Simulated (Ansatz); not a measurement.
C₂H₆B₂O. Total charge 0; spin multiplicity 1. The bonds changed during the relaxation, so this is another structure than the one it started from. All single points use the PBE0-D4/def2-TZVP geometry. It is one conformer, not always the lowest.

```xyz
11

B     0.892   -1.099   -0.362
C     0.600    0.216   -0.901
C     0.171    1.193    0.174
B    -0.430   -0.221    0.391
O    -1.677   -0.729    0.656
H     0.599   -1.034    0.908
H     1.203   -2.181   -0.729
H     0.408    0.421   -1.949
H     0.967    1.577    0.805
H    -0.512    1.976   -0.148
H    -2.221   -0.117    1.155
```

(1) What is the dipole moment at ωB97M-V/def2-TZVPP? (An estimate is asked.)

(2) And with PBE, r2SCAN, B3LYP? (Best estimate.)

(3) Give the Mulliken charges with ωB97M-V, PBE, r2SCAN in def2-TZVPP. (Best estimate.)

## Answers

(1) Computed: 1.70 D, with components (-0.53, 1.42, 0.77) D in this frame, pointing from negative to positive charge.

(2) Computed: PBE 1.76 D, r2SCAN 1.75 D, B3LYP 1.71 D.

(3) Ansatz gave: 
```json
{"atom": "B1", "ωB97M-V": "-0.14", "PBE": "-0.11", "r2SCAN": "-0.08"}
{"atom": "C2", "ωB97M-V": "-0.12", "PBE": "-0.05", "r2SCAN": "-0.08"}
{"atom": "C3", "ωB97M-V": "-0.26", "PBE": "-0.21", "r2SCAN": "-0.18"}
{"atom": "B4", "ωB97M-V": "0.12", "PBE": "0.11", "r2SCAN": "0.23"}
{"atom": "O5", "ωB97M-V": "-0.29", "PBE": "-0.26", "r2SCAN": "-0.33"}
{"atom": "H6", "ωB97M-V": "0.06", "PBE": "0.01", "r2SCAN": "-0.01"}
{"atom": "H7", "ωB97M-V": "0.11", "PBE": "0.03", "r2SCAN": "0.03"}
{"atom": "H8", "ωB97M-V": "0.11", "PBE": "0.09", "r2SCAN": "0.08"}
{"atom": "H9", "ωB97M-V": "0.12", "PBE": "0.10", "r2SCAN": "0.08"}
{"atom": "H10", "ωB97M-V": "0.11", "PBE": "0.08", "r2SCAN": "0.06"}
{"atom": "H11", "ωB97M-V": "0.19", "PBE": "0.20", "r2SCAN": "0.22"}
```

B3LYP here is the variant with VWN-RPA as its local correlation; programs differ in this.
